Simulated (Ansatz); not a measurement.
Mulliken charges of C2H6AsN, SMILES `CN1C[AsH]1` from ωB97M-V/def2-TZVPP in Ansatz (PBE0-D4/def2-TZVP geometry).

| atom | x (Å) | y (Å) | z (Å) | charge (e) |
| --- | --- | --- | --- | --- |
| C1 | -1.059 | 0.462 | -0.435 | -0.219 |
| N2 | -0.301 | -0.734 | -0.147 | -0.271 |
| C3 | 0.623 | -0.647 | 0.926 | -0.225 |
| As4 | 1.468 | -0.896 | -0.838 | 0.154 |
| H5 | -1.443 | 0.419 | -1.456 | 0.122 |
| H6 | -1.911 | 0.516 | 0.250 | 0.116 |
| H7 | -0.466 | 1.384 | -0.324 | 0.093 |
| H8 | 0.785 | 0.325 | 1.392 | 0.124 |
| H9 | 0.662 | -1.497 | 1.600 | 0.124 |
| H10 | 1.724 | 0.616 | -0.966 | -0.018 |

Problem. By hand: the dipole of these point charges (1 e Å = 4.8032 D).

Solution. Σ q r = (0.107, 0.189, 0.007) e Å, of length 0.217 e Å = 1.04 D.

Problem. How does the dipole of the full density compare? (Best estimate.)

Solution. Ansatz gave: (0.028, 0.229, 0.101) e Å, 1.21 D; the point charges give 0.86 times that, at 31° from its direction.

Point charges leave out the atoms' own dipoles, such as those of lone pairs, and Mulliken's split depends on the basis, so the two needn't agree.
